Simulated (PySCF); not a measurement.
## Löwdin shares of the frontier orbitals

C₄H₁₁B₂NO₂.
Geometry (PBE0-D3(BJ)/def2-SVP, Å), atoms numbered from 1 in this order:
```xyz
20
C4H11B2NO2 angstrom
B      3.537    0.391   -1.099
N      2.372    0.149   -0.132
C      1.468   -0.005    0.565
C      0.289   -0.183    1.375
B     -1.047   -0.380    0.502
O     -1.416    0.430   -0.511
C     -0.701    1.544   -0.988
O     -1.830   -1.415    0.867
C     -3.045   -1.703    0.210
H      4.561    0.078   -0.508
H      3.317   -0.317   -2.075
H      3.494    1.587   -1.366
H      0.176    0.701    2.028
H      0.418   -1.060    2.029
H     -0.214    2.109   -0.176
H     -1.408    2.214   -1.497
H      0.072    1.236   -1.710
H     -3.720   -2.183    0.932
H     -2.868   -2.401   -0.623
H     -3.517   -0.794   -0.189
```

The calculation used TDDFT PBE0/def2-SVPD, vertical, gas phase, core orbitals frozen in the response in PySCF 2.14.0, density-fitted response routines.

Kohn–Sham orbitals with the atoms that hold most of them (Löwdin shares over 4%, at most four atoms; ? is withheld):

```tsv
orbital	ε (eV)	atoms
HOMO-3	-9.60	O6 33%, C7 10%, O8 9%, C4 9%
HOMO-2	-9.05	O8 34%, O6 28%, C9 9%, C7 8%
HOMO-1	-7.54	?
HOMO	-7.49	?
LUMO	?	B5 19%, N2 18%, C3 18%, C4 14%
LUMO+1	-0.34	N2 30%, C3 29%, C4 13%, B5 6%
LUMO+2	-0.07	B5 25%, C3 14%, N2 9%, C4 9%
```

Give the leading atoms of the HOMO.

B1 (bonded to N and 3 H) 36%; H10 (bonded to B) 21%; H11 (bonded to B) 18%; N2 (bonded to B and C) 11%. By element: hydrogen 40% or more, boron 36% or more, nitrogen 11%.

Give the leading atoms of the HOMO-1.

B1 (bonded to N and 3 H) 37%; H12 (bonded to B) 26%; N2 (bonded to B and C) 11%; H11 (bonded to B) 10%. By element: boron 37% or more, hydrogen 36% or more, nitrogen 11%.

What is the LUMO energy, and the HOMO–LUMO gap?

ε(LUMO) = -0.51 eV; the gap is 6.98 eV (0.2564 hartree).

How does S1 compare with the orbital gap of 6.98 eV?

S1 is at 5.67 eV (f = 0.0014), 1.31 eV below the gap, made of HOMO→LUMO (38%), HOMO→LUMO+1 (35%), HOMO-1→LUMO (8%). 

Next come S2 at 5.85 eV (f 0.0099), HOMO→LUMO+1 (35%), HOMO-1→LUMO (32%), HOMO→LUMO (13%); S3 at 5.86 eV (f 0.011), HOMO-1→LUMO+1 (47%), HOMO-1→LUMO (27%), HOMO→LUMO (18%); S4 at 6.42 eV (f 0.141), HOMO→LUMO (23%), HOMO→LUMO+2 (22%), HOMO-1→LUMO (16%); S5 at 6.55 eV (f 0.019), HOMO-1→LUMO+2 (41%), HOMO→LUMO+2 (32%), HOMO-1→LUMO (11%).

Löwdin shares depend on the basis, the more so with diffuse functions.

One conformer stands for the species.
